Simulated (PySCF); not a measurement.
Species: C6H11NO.
Z-matrix (Å and degrees, GFN2-xTB geometry), rows numbered from 1:
```
C 
C   1  1.3202
C   2  1.5001  1  124.66
C   3  1.5280  2  110.66  1  -129.24
C   3  1.5390  2  109.38  1   109.56
N   5  1.4449  3  111.54  2   -62.98
C   6  1.3446  5  122.42  3  -114.29
O   7  1.2054  6  125.55  5    -5.43
H   1  1.0771  2  122.11  3  -179.23
H   1  1.0785  2  121.76  3     1.42
H   2  1.0830  1  120.27  3   178.70
H   3  1.0947  2  109.36  1    -8.76
H   4  1.0880  3  110.45  2   -61.08
H   4  1.0872  3  110.39  2   178.85
H   4  1.0874  3  110.27  2    58.82
H   5  1.0957  3  109.78  2    58.67
H   5  1.0920  3  110.32  2   178.84
H   6  1.0082  5  116.65  3    55.62
H   7  1.1067  6  111.78  5   175.83
```

The calculation used PySCF, TDDFT PBE0/def2-SVPD, vertical, gas phase, core orbitals frozen in the response.

Computed states:

| state | E (eV) | f |
| --- | --- | --- |
| S1 | 5.83 | 0.0014 |
| S2 | 6.35 | 0.036 |
| S3 | 6.59 | 0.0022 |
| S4 | 6.91 | 0.0015 |
| S5 | 7.01 | 0.031 |
| S6 | 7.34 | 0.104 |

Broadening: Gaussians 0.5 eV wide at half height, area fixed by f = 4.319×10⁻⁹ ∫ε dν̃. The cross-section is σ = 3.8235×10⁻²¹ ε cm², given in Mb (10⁻¹⁸ cm²). The width is an assumption, not a result. The curve ends short of the highest state used, and states not computed would add to its high-energy end.

Problem. What does the envelope look like, and where are its maxima?

Solution. 
(E (eV), σ (Mb)): (5.08, 0.00), (5.11, 0.00), (5.14, 0.00), (5.17, 0.00), (5.20, 0.00), (5.23, 0.01), (5.26, 0.01), (5.29, 0.01), (5.32, 0.02), (5.35, 0.02), (5.38, 0.03), (5.41, 0.04), (5.44, 0.06), (5.47, 0.07), (5.50, 0.09), (5.53, 0.11), (5.56, 0.14), (5.59, 0.17), (5.62, 0.20), (5.65, 0.24), (5.68, 0.28), (5.71, 0.33), (5.74, 0.38), (5.77, 0.45), (5.80, 0.53), (5.83, 0.64), (5.86, 0.78), (5.89, 0.95), (5.92, 1.18), (5.95, 1.45), (5.98, 1.79), (6.01, 2.19), (6.04, 2.65), (6.07, 3.18), (6.10, 3.75), (6.13, 4.36), (6.16, 4.99), (6.19, 5.61), (6.22, 6.19), (6.26, 6.86), (6.29, 7.25), (6.32, 7.53), (6.35, 7.68), (6.38, 7.69), (6.41, 7.58), (6.44, 7.35), (6.47, 7.03), (6.50, 6.64), (6.53, 6.23), (6.56, 5.82), (6.59, 5.45), (6.62, 5.16), (6.65, 4.97), (6.68, 4.90), (6.71, 4.98), (6.74, 5.20)

Maxima: 195 nm (6.37 eV), ε about 2000, made up of S2 (96%) (ε in L mol⁻¹ cm⁻¹; maxima over ε = 5, shares over 10%). At its high-energy end, 6.74 eV, the curve is still rising (ε about 1400, from S2 and S5).

Problem. On this curve, what absorbance would a 10⁻⁴ mol/L sample give at 193 nm over a 1 cm path?

Solution. 193 nm is 6.424 eV, where ε is about 2000 L mol⁻¹ cm⁻¹, so A = ε c l ≈ 0.2 (Beer–Lambert, with the gas-phase spectrum and the assumed width).

Problem. What would ε be at 6.37 eV, the highest of these maxima, with half the width (0.25 eV)?

Solution. About 3840 L mol⁻¹ cm⁻¹ against 2010, a factor of about 1.9; a lone state at its own centre would give exactly 2.

Problem. Coming from long wavelengths, where does ε first pass 100 L mol⁻¹ cm⁻¹?

Solution. At about 216 nm (5.74 eV), 0.09 eV below S1.

One conformer stands for the species.
